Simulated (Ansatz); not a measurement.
Reaction (silylene formation by 1,1-elimination): `CO[SiH](N)[SiH3]` → `CO[Si]N` + SiH₄

Computed with Ansatz on PBE0-D4/def2-TZVP structures; ΔE is electronic, products minus reactants. CCSD(T)/CBS adds triple-zeta CCSD(T) − MP2 to the extrapolated MP2 energy (def2 sets, frozen cores). This one scheme is used for every species. DFT in def2-TZVPP. One conformer a species, not always the lowest.

| species | PBE0 energy (Eh) |
| --- | --- |
| `CO[SiH](N)[SiH3]` | -752.18928 |
| `CO[Si]N` | -460.38644 |
| SiH₄ | -291.75661 |

Q: Work out ΔE.

A: ΔE = (-460.38644) + (-291.75661) − (-752.18928) = 0.04623 Eh = +121.4 kJ/mol. CCSD(T)/CBS gives +116.9 kJ/mol.

Largest T1 diagnostic among the species: 0.013.

In def2-TZVPP, CCSD(T) changes the Hartree–Fock value by +11.5 kJ/mol (the triples alone add +1.5 kJ/mol) and MP2 by +18.6 kJ/mol. From PBE to PBE0 (25 % exact exchange), in def2-TZVPP and without D4, ΔE moves by +12.4 kJ/mol. The D4 term adds +17.5 kJ/mol with B3LYP and +10.0 kJ/mol with PBE0; it sums over pairs of atoms, weighted by their polarisabilities, and B3LYP, whose exchange is more repulsive, gets the larger term.

B3LYP here is the variant with VWN-RPA as its local correlation; programs differ in this.
